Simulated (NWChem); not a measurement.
System: H3BO2; SMILES OBO

Input file for NWChem:

```
start job
memory heap 200 mb stack 900 mb global 1100 mb
geometry units angstroms noautoz
  B     -0.468658    -0.020441     0.000000
  H     -1.679229    -0.012276     0.000000
  O      0.155554    -1.219105     0.000000
  H      1.115500    -1.120236     0.000000
  O      0.272982     1.120481     0.000000
  H     -0.265128     1.916470     0.000000
end
basis spherical
  B library def2-svp
  H library def2-svp
  O library def2-svp
end
dft
  xc hfexch
  iterations 150
end
tddft
  nroots 6
  notriplet
end
task tddft energy
```

Structure relaxed at the PBE0/def2-SVP level.

Vertical excitations in the gas phase.

Problem. Predict the main results of this run. (Hartree-Fock/def2-SVP, TDHF.) Quantities: lowest excitation, singlet (eV); oscillator strength of that lowest state; lowest state with f > 0.02, singlet (eV); oscillator strength of that bright state; orbital gap (eV).

Solution. The lowest excitation, singlet (eV) is 10.22, the oscillator strength of that lowest state is 0.038 and the lowest state with f > 0.02, singlet (eV) is 10.22. The oscillator strength of that bright state comes out as 0.038. The orbital gap (eV) is 18.48.
